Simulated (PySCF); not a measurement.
C7H5N.
SMILES: `C(/C(C=C)=C/C#C)#N`

Torsions of this conformer, `[CH:1]#[C:2]/[CH:3]=[C:4](/[C:5]#[N:6])[CH:7]=[CH2:8]`: C3–C4–C7–C8 180°.

The closed-shell ground state was solved at several levels (PySCF, density fitting, gas phase, non-relativistic). Geometry: GFN2-xTB, one conformer, isolated molecule.

```csv
level,basis functions,total energy (Eh),HOMO (eV),LUMO (eV),gap (eV),dipole (D)
PBE0/pcSseg-1,161,-323.9463,-7.24,-2.56,4.68,3.92
B3LYP/def2-SVPD,200,-324.1582,-7.04,-2.74,4.30,3.96
```

Estimate the row for PBE0/def2-SVPD, a basis of 200 functions; the other rows only guide the guess.

Total energy -323.7575 Eh, HOMO -7.25 eV, LUMO -2.59 eV, gap 4.66 eV, dipole 3.96 D.

Over all these levels, which gives the widest orbital gap and which the narrowest?

PBE0/pcSseg-1 (global hybrid, 25 % exact exchange) has the widest, 4.68 eV, and B3LYP/def2-SVPD (global hybrid, 20 % exact exchange) the narrowest, 4.30 eV. Functional and basis both differ between the two, so the spread mixes both effects.

How far do the dipole and the HOMO energy spread over the levels?

The dipole runs from 3.92 to 3.96 D (mean 3.94 D) and the HOMO from -7.25 to -7.04 eV.
